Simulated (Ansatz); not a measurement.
Relaxation of the cluster Li₅H₈⁺ with RKS r2SCAN-D4/def2-TZVP.

```sh
$ ansatz run in.yaml --threads 4 --pin off --events-out ev --progress --plain --max-ram 3916MiB
```

```yaml
crystal:
  periodic: [false, false, false]
  atoms:
    - {symbol: Li, position_ang: [-1.050550, 0.828950, -0.495650]}
    - {symbol: Li, position_ang: [-0.248810, -0.180070, 1.581150]}
    - {symbol: Li, position_ang: [-2.477580, -1.094770, -0.016380]}
    - {symbol: Li, position_ang: [1.925350, -0.216060, 0.464260]}
    - {symbol: Li, position_ang: [0.030880, -1.774660, -0.423560]}
    - {symbol: H, position_ang: [-1.924240, 0.054350, 1.109350]}
    - {symbol: H, position_ang: [3.681560, 0.209060, 0.121510]}
    - {symbol: H, position_ang: [0.858310, -1.577900, 1.060110]}
    - {symbol: H, position_ang: [-1.618070, 2.312960, -1.465380]}
    - {symbol: H, position_ang: [-1.203610, -0.944440, -1.249690]}
    - {symbol: H, position_ang: [-2.292830, 1.980300, -1.246800]}
    - {symbol: H, position_ang: [3.722280, -0.557470, 0.280070]}
    - {symbol: H, position_ang: [0.597330, 0.959750, 0.281020]}
basis:
  gaussian: {orbitals: def2-TZVP}
total_charge: 1
hamiltonian: {xc: r2scan, dispersion: d4}
scf: {lower_state_search: "off"}
output: {orbitals: {seedname: orbitals}}
relax: {f_tol: 0.02, max_steps: 100}
```

Run time 29 s (4 threads of Arm Neoverse V1 on a shared host).

Positions (Å) and forces (eV/Å) at steps 1, 2, 3, 4, 7, 8, 9, 10, 11, 12, 13, 14, 16, 18, 19, 21, 22, 23, 25 of 25:

```xyz
13
step=1 energy=-1147.9317 eV
Li   -1.051    0.829   -0.496    0.352   -0.050    0.118
Li   -0.249   -0.180    1.581   -0.055    0.236    0.567
Li   -2.478   -1.095   -0.016   -0.574   -0.142   -0.041
Li    1.925   -0.216    0.464   -0.169    0.211    0.153
Li    0.031   -1.775   -0.424    0.191   -0.526   -0.446
H    -1.924    0.054    1.109    0.216   -0.017   -0.299
H     3.682    0.209    0.122    0.267   -1.089    0.188
H     0.858   -1.578    1.060    0.026    0.312   -0.165
H    -1.618    2.313   -1.465   -1.070   -0.347    0.235
H    -1.204   -0.944   -1.250   -0.154    0.066    0.293
H    -2.293    1.980   -1.247    0.897    0.638   -0.407
H     3.722   -0.557    0.280    0.156    1.108   -0.247
H     0.597    0.960    0.281   -0.083   -0.400    0.051
13
step=2 energy=-1148.2457 eV
Li   -1.014    0.824   -0.487    0.169   -0.301    0.168
Li   -0.255   -0.127    1.731   -0.154   -0.027   -0.105
Li   -2.671   -1.116   -0.032    0.008    0.104    0.043
Li    1.969   -0.159    0.522   -0.261    0.071    0.045
Li    0.064   -1.903   -0.532   -0.041   -0.052   -0.054
H    -1.872    0.023    0.999   -0.084    0.103    0.124
H     3.779    0.202    0.116    0.144    0.055   -0.044
H     0.834   -1.465    0.970    0.172   -0.153    0.042
H    -1.647    2.350   -1.486    0.002    0.111   -0.073
H    -1.275   -0.967   -1.124   -0.051   -0.149   -0.163
H    -2.289    2.033   -1.276   -0.090    0.060   -0.025
H     3.812   -0.527    0.275    0.126   -0.042   -0.003
H     0.565    0.831    0.325    0.060    0.222    0.046
13
step=3 energy=-1148.3268 eV
Li   -0.998    0.779   -0.467    0.053   -0.110    0.030
Li   -0.294   -0.145    1.723   -0.049   -0.035   -0.041
Li   -2.716   -1.088   -0.014    0.022    0.061    0.013
Li    1.962   -0.134    0.539   -0.117    0.009    0.008
Li    0.047   -1.970   -0.558   -0.013   -0.060    0.004
H    -1.925    0.056    1.033    0.010    0.020   -0.020
H     3.863    0.221    0.109    0.058    0.134   -0.044
H     0.862   -1.510    0.954    0.041   -0.009   -0.053
H    -1.653    2.383   -1.508    0.109    0.089   -0.062
H    -1.319   -1.039   -1.153   -0.009   -0.041    0.041
H    -2.294    2.072   -1.294   -0.135   -0.018    0.025
H     3.892   -0.504    0.276    0.056   -0.123    0.026
H     0.573    0.880    0.361   -0.025    0.083    0.071
13
step=4 energy=-1148.3473 eV
Li   -0.965    0.731   -0.452    0.027    0.046    0.053
Li   -0.337   -0.211    1.696    0.007    0.069    0.019
Li   -2.751   -1.030    0.009   -0.068   -0.055    0.011
Li    1.921   -0.082    0.497   -0.030    0.072   -0.033
Li    0.017   -2.125   -0.563    0.008   -0.157   -0.098
H    -1.964    0.112    1.017    0.042   -0.023    0.012
H     3.943    0.246    0.108    0.003   -0.010    0.011
H     0.901   -1.510    0.767    0.025    0.023    0.165
H    -1.629    2.417   -1.557    0.005   -0.014   -0.001
H    -1.335   -1.179   -1.043   -0.043    0.106   -0.093
H    -2.271    2.127   -1.306    0.003    0.016    0.002
H     3.939   -0.477    0.300    0.012    0.017   -0.008
H     0.531    0.982    0.528    0.008   -0.090   -0.041
13
step=7 energy=-1148.3666 eV
Li   -0.979    0.717   -0.441   -0.008   -0.005   -0.006
Li   -0.328   -0.186    1.725    0.000   -0.003    0.011
Li   -2.761   -1.068    0.009   -0.003    0.003   -0.003
Li    1.894   -0.100    0.461    0.007   -0.010   -0.001
Li   -0.017   -2.174   -0.546    0.000    0.014    0.011
H    -1.953    0.058    1.033    0.001    0.002   -0.002
H     3.933    0.304    0.101   -0.005   -0.023    0.009
H     0.859   -1.527    0.847    0.003    0.000   -0.016
H    -1.559    2.416   -1.561   -0.073   -0.030    0.028
H    -1.344   -1.152   -1.094   -0.001   -0.007    0.002
H    -2.223    2.190   -1.296    0.080    0.029   -0.025
H     3.957   -0.426    0.270   -0.002    0.029   -0.005
H     0.521    0.948    0.491    0.001    0.001   -0.004
13
step=8 energy=-1148.3674 eV
Li   -0.982    0.704   -0.443   -0.004   -0.001   -0.002
Li   -0.324   -0.188    1.728   -0.002    0.001    0.005
Li   -2.770   -1.070    0.010   -0.005    0.001   -0.001
Li    1.891   -0.107    0.446    0.002   -0.005    0.004
Li   -0.031   -2.178   -0.536    0.000    0.003   -0.001
H    -1.952    0.050    1.035    0.003    0.004    0.003
H     3.918    0.328    0.107   -0.002   -0.020    0.007
H     0.857   -1.529    0.843    0.002   -0.008   -0.008
H    -1.529    2.400   -1.572   -0.116   -0.035    0.048
H    -1.356   -1.159   -1.094    0.002   -0.006    0.003
H    -2.194    2.213   -1.277    0.120    0.034   -0.046
H     3.955   -0.403    0.267   -0.002    0.026   -0.004
H     0.519    0.940    0.486    0.003    0.005   -0.008
13
step=9 energy=-1148.3680 eV
Li   -0.985    0.697   -0.446    0.003    0.000   -0.001
Li   -0.322   -0.189    1.726   -0.004    0.000    0.000
Li   -2.776   -1.068    0.015   -0.003   -0.001    0.002
Li    1.889   -0.118    0.438    0.002   -0.002    0.000
Li   -0.039   -2.188   -0.535    0.000    0.001   -0.003
H    -1.952    0.051    1.037    0.002    0.003   -0.002
H     3.908    0.348    0.114   -0.002   -0.010    0.004
H     0.856   -1.539    0.838    0.002    0.000   -0.001
H    -1.516    2.387   -1.587   -0.125   -0.031    0.059
H    -1.364   -1.167   -1.090   -0.003   -0.001    0.002
H    -2.172    2.234   -1.255    0.126    0.031   -0.057
H     3.954   -0.383    0.268    0.001    0.015   -0.002
H     0.520    0.934    0.477    0.003   -0.004   -0.001
13
step=10 energy=-1148.3686 eV
Li   -0.981    0.691   -0.452   -0.002   -0.001    0.001
Li   -0.322   -0.191    1.722    0.002    0.001   -0.004
Li   -2.785   -1.063    0.021    0.002    0.003    0.001
Li    1.892   -0.133    0.432   -0.002   -0.002    0.001
Li   -0.048   -2.194   -0.537   -0.003   -0.002    0.000
H    -1.950    0.058    1.034   -0.001    0.003    0.002
H     3.901    0.368    0.124   -0.001   -0.004    0.003
H     0.853   -1.548    0.834   -0.001   -0.005    0.000
H    -1.516    2.370   -1.606   -0.142   -0.027    0.076
H    -1.374   -1.173   -1.086    0.003   -0.002   -0.004
H    -2.156    2.254   -1.228    0.141    0.027   -0.074
H     3.961   -0.363    0.272    0.001    0.008    0.000
H     0.526    0.923    0.468    0.002    0.000   -0.001
13
step=11 energy=-1148.3692 eV
Li   -0.976    0.691   -0.457    0.005    0.003   -0.004
Li   -0.319   -0.192    1.717    0.002    0.002    0.001
Li   -2.782   -1.055    0.022   -0.007    0.002   -0.002
Li    1.893   -0.148    0.430    0.002   -0.003   -0.004
Li   -0.057   -2.203   -0.537    0.005   -0.001   -0.002
H    -1.947    0.068    1.034    0.003   -0.005   -0.009
H     3.896    0.381    0.133   -0.002   -0.003    0.002
H     0.849   -1.560    0.832   -0.006    0.005    0.001
H    -1.535    2.351   -1.630   -0.174   -0.025    0.113
H    -1.376   -1.174   -1.090   -0.003    0.003    0.011
H    -2.146    2.273   -1.196    0.171    0.024   -0.111
H     3.967   -0.349    0.280    0.001    0.007    0.000
H     0.534    0.917    0.461    0.001   -0.008    0.004
13
step=12 energy=-1148.3656 eV rejected
Li   -0.917    0.645   -0.552   -0.066    0.042    0.095
Li   -0.335   -0.156    1.702   -0.020   -0.002   -0.004
Li   -2.788   -1.017   -0.023   -0.010    0.021    0.014
Li    1.899   -0.173    0.445   -0.009   -0.004    0.005
Li   -0.066   -2.216   -0.501   -0.006    0.018    0.003
H    -1.961    0.081    1.018    0.050    0.004   -0.079
H     3.890    0.394    0.134   -0.001    0.000    0.001
H     0.838   -1.569    0.870   -0.010    0.005   -0.016
H    -1.677    2.269   -1.669   -0.017   -0.008    0.005
H    -1.346   -1.139   -1.103    0.011   -0.093   -0.024
H    -2.055    2.324   -1.025    0.009    0.005   -0.008
H     3.983   -0.334    0.284   -0.003    0.004    0.002
H     0.535    0.891    0.421    0.072    0.009    0.007
13
step=13 energy=-1148.3720 eV
Li   -0.950    0.698   -0.468    0.009   -0.014    0.010
Li   -0.317   -0.192    1.714    0.010    0.000   -0.001
Li   -2.788   -1.018    0.005   -0.001   -0.004   -0.003
Li    1.901   -0.176    0.433    0.001   -0.002    0.003
Li   -0.072   -2.207   -0.536    0.001   -0.005    0.001
H    -1.934    0.083    1.020   -0.006    0.012   -0.004
H     3.891    0.396    0.146   -0.001    0.003    0.001
H     0.837   -1.574    0.836   -0.002    0.003   -0.003
H    -1.605    2.292   -1.670   -0.035   -0.003    0.016
H    -1.374   -1.163   -1.096   -0.002    0.009   -0.002
H    -2.128    2.288   -1.134    0.030    0.007   -0.017
H     3.982   -0.333    0.288    0.000    0.000    0.001
H     0.557    0.906    0.462   -0.004   -0.005   -0.002
13
step=14 energy=-1148.3672 eV rejected
Li   -0.921    0.699   -0.479   -0.001   -0.005    0.005
Li   -0.315   -0.192    1.710    0.012    0.012   -0.007
Li   -2.782   -0.989   -0.003   -0.014    0.012   -0.013
Li    1.913   -0.205    0.442   -0.007   -0.003   -0.005
Li   -0.094   -2.216   -0.537    0.016    0.001   -0.007
H    -1.925    0.115    1.008    0.004   -0.013   -0.004
H     3.888    0.413    0.160    0.003   -0.027    0.007
H     0.821   -1.585    0.831   -0.004   -0.012    0.010
H    -1.666    2.245   -1.698   -0.398    0.033    0.511
H    -1.374   -1.150   -1.110   -0.001    0.000    0.018
H    -2.124    2.289   -1.084    0.394   -0.030   -0.512
H     3.997   -0.316    0.296   -0.003    0.029   -0.005
H     0.581    0.892    0.462   -0.001    0.003    0.002
13
step=16 energy=-1148.3736 eV
Li   -0.931    0.694   -0.474    0.004   -0.003   -0.003
Li   -0.313   -0.189    1.711   -0.001   -0.002   -0.003
Li   -2.790   -0.996   -0.008    0.001    0.001    0.000
Li    1.908   -0.195    0.437   -0.001   -0.003   -0.001
Li   -0.080   -2.214   -0.536   -0.001    0.003    0.002
H    -1.929    0.099    1.010    0.000    0.004    0.001
H     3.887    0.407    0.157    0.000   -0.003    0.002
H     0.828   -1.582    0.836    0.003   -0.003    0.002
H    -1.673    2.244   -1.702   -0.131    0.012    0.171
H    -1.370   -1.154   -1.101   -0.002    0.000   -0.005
H    -2.101    2.314   -1.085    0.127   -0.014   -0.170
H     3.990   -0.322    0.293    0.000    0.005    0.000
H     0.572    0.896    0.460    0.000    0.003    0.004
13
step=18 energy=-1148.3694 eV rejected
Li   -0.901    0.704   -0.475    0.010   -0.029   -0.007
Li   -0.300   -0.183    1.714   -0.011   -0.024   -0.021
Li   -2.797   -0.951   -0.029    0.019    0.007    0.003
Li    1.925   -0.234    0.446   -0.017   -0.007   -0.017
Li   -0.109   -2.218   -0.545    0.001    0.025    0.006
H    -1.909    0.106    1.003   -0.002    0.026    0.019
H     3.884    0.428    0.184    0.001   -0.006    0.002
H     0.807   -1.596    0.826    0.021   -0.017    0.018
H    -1.814    2.130   -1.738   -0.184    0.184    0.591
H    -1.369   -1.121   -1.113   -0.015   -0.012   -0.021
H    -2.032    2.356   -1.038    0.180   -0.181   -0.593
H     4.010   -0.299    0.307    0.001    0.007    0.000
H     0.606    0.878    0.459   -0.004    0.028    0.020
13
step=19 energy=-1148.3759 eV
Li   -0.905    0.695   -0.479   -0.011    0.012   -0.004
Li   -0.307   -0.195    1.708    0.004    0.006    0.013
Li   -2.790   -0.963   -0.018   -0.010    0.007   -0.004
Li    1.914   -0.221    0.436    0.010    0.002    0.006
Li   -0.099   -2.207   -0.539    0.002   -0.015   -0.008
H    -1.915    0.116    1.006    0.008   -0.012   -0.002
H     3.881    0.422    0.176    0.000   -0.001    0.002
H     0.823   -1.600    0.835   -0.013    0.010   -0.011
H    -1.769    2.164   -1.726   -0.057    0.027    0.122
H    -1.375   -1.134   -1.118    0.012    0.003    0.016
H    -2.053    2.340   -1.052    0.056   -0.028   -0.123
H     4.001   -0.306    0.303    0.000    0.002    0.000
H     0.593    0.889    0.467   -0.001   -0.013   -0.007
13
step=21 energy=-1148.3767 eV rejected
Li   -0.903    0.706   -0.464    0.005   -0.003    0.012
Li   -0.295   -0.211    1.716   -0.001    0.007   -0.012
Li   -2.797   -0.940   -0.015    0.001    0.000    0.005
Li    1.921   -0.233    0.432   -0.002   -0.001   -0.003
Li   -0.112   -2.203   -0.560   -0.001    0.003    0.000
H    -1.905    0.108    1.025    0.004    0.000   -0.003
H     3.881    0.435    0.200    0.000   -0.001    0.001
H     0.816   -1.605    0.815    0.004   -0.007    0.001
H    -1.843    2.088   -1.748   -0.043    0.080    0.189
H    -1.380   -1.109   -1.115   -0.003   -0.001   -0.003
H    -1.997    2.379   -1.069    0.043   -0.079   -0.193
H     4.009   -0.294    0.313    0.000    0.002    0.000
H     0.605    0.880    0.470   -0.007    0.000    0.008
13
step=22 energy=-1148.3772 eV
Li   -0.904    0.705   -0.465    0.000   -0.003    0.004
Li   -0.297   -0.206    1.714    0.000    0.000   -0.004
Li   -2.796   -0.946   -0.014    0.002    0.000    0.001
Li    1.920   -0.231    0.432   -0.001   -0.002   -0.001
Li   -0.109   -2.206   -0.556   -0.001    0.001    0.000
H    -1.906    0.109    1.020    0.001    0.002    0.001
H     3.881    0.432    0.195    0.000    0.000    0.001
H     0.818   -1.605    0.818    0.002   -0.001   -0.002
H    -1.822    2.109   -1.744   -0.012    0.012    0.036
H    -1.379   -1.115   -1.114   -0.001    0.000   -0.002
H    -2.014    2.370   -1.068    0.012   -0.012   -0.039
H     4.007   -0.296    0.311    0.000    0.001    0.000
H     0.601    0.881    0.471   -0.002    0.001    0.003
13
step=23 energy=-1148.3771 eV rejected
Li   -0.904    0.707   -0.457   -0.001    0.003    0.002
Li   -0.292   -0.215    1.716    0.002    0.002   -0.001
Li   -2.796   -0.940   -0.006   -0.003    0.001    0.000
Li    1.920   -0.234    0.427   -0.001   -0.001   -0.003
Li   -0.116   -2.203   -0.566    0.002    0.001   -0.002
H    -1.903    0.109    1.030    0.001   -0.005   -0.003
H     3.881    0.439    0.205    0.000   -0.001    0.001
H     0.818   -1.610    0.807   -0.001   -0.001    0.000
H    -1.844    2.082   -1.754   -0.032    0.064    0.148
H    -1.385   -1.107   -1.115   -0.002    0.001    0.005
H    -1.992    2.384   -1.080    0.034   -0.065   -0.150
H     4.010   -0.290    0.315    0.000    0.002    0.000
H     0.603    0.879    0.478    0.001   -0.001    0.002
13
step=25 energy=-1148.3774 eV
Li   -0.905    0.706   -0.461    0.000    0.000    0.000
Li   -0.295   -0.208    1.714    0.000   -0.003    0.001
Li   -2.797   -0.945   -0.011    0.001    0.000    0.001
Li    1.919   -0.232    0.429    0.000    0.000   -0.001
Li   -0.110   -2.205   -0.560   -0.002    0.001    0.000
H    -1.905    0.108    1.023   -0.001    0.002    0.003
H     3.881    0.434    0.198    0.000    0.000    0.001
H     0.819   -1.607    0.814    0.002    0.000   -0.001
H    -1.827    2.102   -1.747   -0.003    0.000    0.005
H    -1.381   -1.113   -1.113   -0.001    0.001   -0.002
H    -2.008    2.374   -1.074    0.003   -0.001   -0.007
H     4.008   -0.294    0.312    0.000    0.001    0.000
H     0.601    0.881    0.474    0.001    0.001    0.000
```

In the singlet, H9 and H11 lie 0.75 Å apart, H7 and H12 lie 0.75 Å apart (atoms count from 1), so H2 has formed as a molecule. The structure comes from a short search, and lower isomers may exist.
